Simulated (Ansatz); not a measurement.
Energy needed to pull apart CH₅Ge (SMILES [CH2][GeH3]), doublet, into free ground-state atoms, from the structure below (displaced at random from its PBE0-D4/def2-TZVP minimum); no zero-point or spin–orbit terms; open-shell atoms are treated unrestricted, in their ground-state multiplicity.

| atom | x (Å) | y (Å) | z (Å) |
| --- | --- | --- | --- |
| C1 | -0.2516 | -1.1569 | 0.1003 |
| Ge2 | 0.2080 | 0.7395 | -0.0597 |
| H3 | -1.1238 | -1.5465 | -0.1936 |
| H4 | 0.4624 | -1.8409 | 0.7024 |
| H5 | -0.3470 | 1.2889 | -1.3480 |
| H6 | -0.3820 | 1.5656 | 1.0512 |
| H7 | 1.5993 | 0.9474 | -0.1323 |

Ansatz 0.2.0; basis: def2-TZVPP; cores frozen in the correlated methods; orbitals are unrestricted. Filled d shells of the heavier atoms are correlated. The def2 sets are not built for correlating such inner shells, so the correlated values are less sure here.

```
   method  atomization energy (kJ/mol)
   PBE-D4                         1996
r2SCAN-D4                         2022
  PBE0-D4                            ?
  wB97M-V                         1993
       HF                            ?
      MP2                         1953
     CCSD                         1961
  CCSD(T)                         1977
```

Problem. What does PBE0-D4 give? (Judge from chemistry; the value comes from the calculation.)

Solution. The calculation gives: 1992 kJ/mol, which is about 15 kJ/mol more than CCSD(T)/def2-TZVPP.

Problem. What does HF give? (To be estimated.)

Solution. The calculation gives: 1515 kJ/mol, which is about 462 kJ/mol less than CCSD(T)/def2-TZVPP.

In triple zeta the MP2 and coupled-cluster atomization energies are still short of their basis limit by a few kcal/mol a bond, whereas those of the functionals are nearly converged, so these differences are not deviations from converged CCSD(T).

No T1 diagnostic of these runs exceeds 0.012. ⟨S²⟩ of the unrestricted Hartree–Fock references: 0.76 (a pure state has 0.75).

For scale, one of the runs: CCSD(T)/def2-TZVPP forces, 149 basis functions (an equivalent command: `ansatz run in.yaml --threads 4`). Time: 3.7 min of wall clock on 4 CPU threads; the host was shared. Peak host memory: 4.1 GiB.
